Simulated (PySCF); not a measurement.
B(H)(Br)(OEt) (C2H6BBrO), SMILES CCOBBr.

The structure is a stationary point at PBE0-D3(BJ)/def2-SVP. This is a generated structure with no PubChem entry under its InChIKey; it may be hypothetical. Other conformers were not sampled.

The numbers are results of PySCF with B3LYP/def2-TZVP, not measurements.

The molecule is in vacuum.

The total energy is -2754.23839 hartree and the highest occupied level is -7.84 eV. The lowest empty level is -0.66 eV and the orbital gap is 7.18 eV. The dipole moment comes out as 2.99 D and the quadrupole, principal values (traceless, Buckingham form, about the centre of nuclear charge) comes out as -3.93, -1.54, 5.47 D·Å. The mean static polarisability is 63.8 bohr³ (9.45 Å³). The polarisability, principal values is 51.0, 55.5, 84.7 bohr³.
